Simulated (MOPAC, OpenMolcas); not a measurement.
# A ladder of methods for CH3BFN (SMILES BN=CF)

CH3BFN has 7 atoms, charge 0, and is taken as a singlet. SMILES: `BN=CF`. Geometry: relaxed at PBE0-D4/def2-TZVP.

Each level gives the dipole moment (D). The values are calculated.

| level | kind | program | value (D) | CPU time |
| --- | --- | --- | --- | --- |
| PM3 | semi-empirical | MOPAC | 1.88 | under 2 s |
| HF/aug-cc-pVDZ | Hartree–Fock | OpenMolcas | 1.66 | 22 s |
| SVWN5/aug-cc-pVDZ | LDA | OpenMolcas | 1.47 | 47 s |
| PBE/aug-cc-pVDZ | GGA | OpenMolcas | 1.48 | 71 s |
| TPSS/aug-cc-pVDZ | meta-GGA | OpenMolcas | 1.51 | 89 s |
| M06-2X/aug-cc-pVDZ | hybrid meta-GGA | OpenMolcas | 1.55 | 80 s |
| PBE0/aug-cc-pVDZ | global hybrid | OpenMolcas | 1.53 | 66 s |

The values span 1.47 to 1.88 D. Magnitudes only. CPU times are rough (shared hosts, several kinds of processor): they show what a rung costs within a factor of a few.
